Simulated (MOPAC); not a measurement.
Input for MOPAC: PM3 on H4Sn (SMILES [SnH4]).

```
PM3 1SCF PRECISE CHARGE=0 THREADS=1
H4Sn

Sn     0.14919305 1     0.27148969 1     0.13691022 1
H     -1.49090734 1     0.31754174 1    -0.32031598 1
H      0.34529275 1    -0.96304735 1     1.32508418 1
H      1.13871927 1    -0.15042624 1    -1.18625680 1
H      0.64312129 1     1.75223943 1     0.81846569 1
```

Program output:

```
*******************************************************************************
 **                                                                           **
 **                              MOPAC v23.2.5                                **
 **                                                                           **
 *******************************************************************************
 ** MOPAC's Digital Object Identifier: https://doi.org/10.5281/zenodo.6511958 **
 **                                                                           **
 ** Please cite the open-source release paper for use of this MOPAC version:  **
 ** J. E. Moussa and J. J. P. Stewart (2026)                                  **
 ** MOPAC: An open-source semiempirical molecular orbital program             **
 ** J. Open Source Softw., 11(119), 8025, https://doi.org/10.21105/joss.08025 **
 *******************************************************************************

                              PM3 CALCULATION RESULTS

 *******************************************************************************
 *  PM3        - The PM3 Hamiltonian to be used
 *
 *
 *
 *                 CHARGE ON SYSTEM = 0
 *
 *
 *
 *  PRECISE    - TIGHTER CRITERIA TO BE USED
 *  1SCF       - DO 1 SCF AND THEN STOP
 *  THREADS=1  - MULTI-THREADING NOT USED
 *  T=         - A TIME OF 172800.0 SECONDS REQUESTED
 *  DUMP=N     - RESTART FILE WRITTEN EVERY 7200.0 SECONDS REQUESTED
 *******************************************************************************
PM3 1SCF PRECISE CHARGE=0 THREADS=1
 H4Sn

   ATOM   CHEMICAL          X               Y               Z
  NUMBER   SYMBOL      (ANGSTROMS)     (ANGSTROMS)     (ANGSTROMS)

     1      Sn          0.14919305  *   0.27148969  *   0.13691022  *
     2       H         -1.49090734  *   0.31754174  *  -0.32031598  *
     3       H          0.34529275  *  -0.96304735  *   1.32508418  *
     4       H          1.13871927  *  -0.15042624  *  -1.18625680  *
     5       H          0.64312129  *   1.75223943  *   0.81846569  *



          CARTESIAN COORDINATES

    NO.       ATOM           X           Y           Z

     1        Sn          0.1492      0.2715      0.1369
     2         H         -1.4909      0.3175     -0.3203
     3         H          0.3453     -0.9630      1.3251
     4         H          1.1387     -0.1504     -1.1863
     5         H          0.6431      1.7522      0.8185

  H: (PM3): J. J. P. STEWART, J. COMP. CHEM. 10, 209 (1989).
 Sn: (PM3): J. J. P. STEWART, J. COMP. CHEM. 12, 320-341 (1991).

           Empirical Formula: H4 Sn  =     5 atoms



      MOLECULAR POINT GROUP   :   C1


      RHF CALCULATION, NO. OF DOUBLY OCCUPIED LEVELS = 4


 -------------------------------------------------------------------------------
 PM3 1SCF PRECISE CHARGE=0 THREADS=1
 H4Sn



     1SCF WAS SPECIFIED, SO BFGS WAS NOT USED
     SCF FIELD WAS ACHIEVED


                              PM3 CALCULATION
                                                       MOPAC v23.2.5 Linux




          FINAL HEAT OF FORMATION =         35.68747 KCAL/MOL =     149.31638 KJ/MOL


          COSMO AREA              =         85.22 SQUARE ANGSTROMS
          COSMO VOLUME            =         72.21 CUBIC ANGSTROMS

          IONIZATION POTENTIAL    =         12.731215 EV
          HOMO LUMO ENERGIES (EV) =        -12.731 -0.309
          NO. OF FILLED LEVELS    =          4
          MOLECULAR WEIGHT        =        122.7216         POINT GROUP:  C1

          MOLECULAR DIMENSIONS (Angstroms)

            Atom       Atom       Distance
            H     5    H     2     2.81234
            H     4    H     3     2.75621
            H     3    H     2     1.98090


          SCF CALCULATIONS        =          1





   ATOM   CHEMICAL          X               Y               Z
  NUMBER   SYMBOL      (ANGSTROMS)     (ANGSTROMS)     (ANGSTROMS)

     1      Sn          0.14919305  *   0.27148969  *   0.13691022  *
     2       H         -1.49090734  *   0.31754174  *  -0.32031598  *
     3       H          0.34529275  *  -0.96304735  *   1.32508418  *
     4       H          1.13871927  *  -0.15042624  *  -1.18625680  *
     5       H          0.64312129  *   1.75223943  *   0.81846569  *

                             CARTESIAN COORDINATES

   1   Sn        0.149193050     0.271489690     0.136910220
   2    H       -1.490907340     0.317541740    -0.320315980
   3    H        0.345292750    -0.963047350     1.325084180
   4    H        1.138719270    -0.150426240    -1.186256800
   5    H        0.643121290     1.752239430     0.818465690


           Empirical Formula: H4 Sn  =     5 atoms



      MOLECULAR POINT GROUP   :   C1


                  EIGENVALUES
 -17.02139 -12.91550 -12.90203 -12.73121  -0.30939   0.35225   0.46318   0.47321


              NET ATOMIC CHARGES AND DIPOLE CONTRIBUTIONS

  ATOM NO.   TYPE          CHARGE      No. of ELECS.   s-Pop       p-Pop
    1         Sn          -0.215761        4.2158     1.10037     3.11539
    2          H           0.055133        0.9449     0.94487
    3          H           0.051621        0.9484     0.94838
    4          H           0.053871        0.9461     0.94613
    5          H           0.055135        0.9449     0.94486
 DIPOLE           X         Y         Z       TOTAL
 POINT-CHG.     0.001    -0.011     0.012     0.016
 HYBRID         0.011    -0.031     0.019     0.038
 SUM            0.012    -0.042     0.030     0.053


          ATOMIC ORBITAL ELECTRON POPULATIONS

     Atom    s        px        py        pz
    1 Sn   1.10037   1.03622   1.03872   1.04045
    2  H   0.94487
    3  H   0.94838
    4  H   0.94613
    5  H   0.94486

 **********************
 *                    *
 * JOB ENDED NORMALLY *
 *                    *
 **********************




 == MOPAC DONE ==
```

The run finished.

Cost: about 0.020 core-seconds (a rough figure).
